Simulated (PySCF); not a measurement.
# Radial density of Bi³⁺ (bismuth, charge +3)

PW91, [Xe] 4f14 5d10 6s2, closed-shell 1S. All numbers are calculated (PySCF 2.14, a scalar-relativistic core potential, in aug-cc-pVTZ-PP with one added diffuse shell each of d, f type with ECP60MDF (6s5p5d3f, 67 functions)). This is the valence pseudo-density: the core potential removes the inner electrons and smooths the orbitals near the nucleus.

| r (bohr) | 4πr²ρ (e/bohr) |
| --- | --- |
| 0.00953 | 1.709e-05 |
| 0.0160 | 4.182e-05 |
| 0.0270 | 8.179e-05 |
| 0.0453 | 0.0001126 |
| 0.0763 | 0.0001951 |
| 0.128 | 0.001083 |
| 0.216 | 0.01596 |
| 0.363 | 0.5242 |
| 0.611 | 10.93 |
| 1.03 | 20.06 |
| 1.73 | 5.435 |
| 2.91 | 0.5286 |
| 4.89 | 0.004271 |

Energies and moments cover only the electrons outside the core potential. Spin-orbit coupling, which splits the p, d and f shells strongly at this Z, is absent.
